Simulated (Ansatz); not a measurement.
The cluster InN2. Total charge 0; quartet. Geometry r2SCAN-D4/def2-TZVP; atoms count from 1.

```tsv
atom	x (Å)	y (Å)	z (Å)
In1	-1.474	-0.215	0.254
N2	0.731	0.563	0.221
N3	0.744	-0.348	-0.475
```

In the def2 sets In takes a core potential; there is no spin–orbit coupling. At PBE0-D4/def2-TZVP a doublet of charge 0 lies 3.87 eV below the quartet, each at its own geometry. The structure comes from a short search, and lower isomers may exist.

Question: Estimate the Mulliken populations from the PBE0/def2-TZVP orbitals of Ansatz.

Answer: 
```csv
atom,charge (e),spin (α − β)
In1,0.15,2.40
N2,-0.07,0.30
N3,-0.07,0.30
```
Mulliken values and Mayer orders depend strongly on the basis.

Question: Where does the spin sit?

Answer: Summed by element: In 2.40, N 0.60, of 3 unpaired in all. Largest on single atoms: In1 2.40, N2 0.30, N3 0.30.

Question: And the Mayer bond orders between bonded heavy atoms (over 0.3)?

Answer: In1–N2 0.55 (2.34 Å); In1–N3 0.55 (2.34 Å); N2–N3 2.18 (1.15 Å).
